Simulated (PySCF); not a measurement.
A GIAO shielding run with PySCF 2.14.0 with density-fitted response routines (density fitting, non-relativistic, gas phase) on SMILES [CH3][Al-]([CH3])([CH3])[P+](C)(C)C, C6H18AlP:

```
$ OMP_NUM_THREADS=1 python probes_run.py task.json out

{"job": {"kind": "nmr", "xc": "PBE0", "basis": "def2-SVP", "pop": true}, "charge": 0, "multiplicity": 1}
C      1.862442     1.748038    -0.778237
Al     1.423908    -0.115703    -0.240703
C      1.995468    -0.689739     1.577049
C      1.415221    -1.500912    -1.668002
P     -1.019769     0.094611     0.159437
C     -1.819646    -1.473929     0.648808
C     -1.997330     0.662407    -1.276414
C     -1.468725     1.260125     1.493054
H      1.621389     2.489625     0.003668
H      1.349677     2.063521    -1.703865
H      2.944892     1.848861    -0.975016
H      1.532003    -1.638820     1.899327
H      3.087388    -0.855250     1.604613
H      1.779104     0.065730     2.352897
H      0.977529    -2.459320    -1.337967
H      0.871685    -1.182356    -2.574981
H      2.447051    -1.727644    -1.991504
H     -1.346357    -1.843250     1.570365
H     -2.900974    -1.352707     0.815183
H     -1.651269    -2.220368    -0.141272
H     -3.069852     0.738070    -1.040281
H     -1.854704    -0.043864    -2.107380
H     -1.622916     1.645310    -1.597954
H     -1.087704     2.259593     1.236616
H     -2.557266     1.311731     1.648133
H     -0.980231     0.940126     2.425062
```

Hardware: 1 thread of an Arm Neoverse V2, shared host. The job also computes population analyses, field gradients.

Problem. How large is the calculation?

Solution. 82 electrons, 210 basis functions and 1118 auxiliary functions.

Problem. How long does it take, and how much memory does it need?

Solution. 31 s of wall time, with 12 SCF cycles and 4 response iterations; peak memory 1.1 GiB. Times on a shared host scatter by some tens of per cent.

Problem. And these other runs on the same molecule and hardware: GIAO shielding at OPBE/pcSseg-1; GIAO shielding at PBE0/6-31G; GIAO shielding at PBE0/6-31G*; GIAO shielding at PBE0/STO-3G; GIAO shielding at mPW1PW91/pcSseg-1?

Solution. OPBE/pcSseg-1: 240 functions, 57 s; PBE0/6-31G: 116 functions, 16 s; PBE0/6-31G*: 156 functions, 23 s; PBE0/STO-3G: 66 functions, 8.2 s; mPW1PW91/pcSseg-1: 240 functions, 39 s.
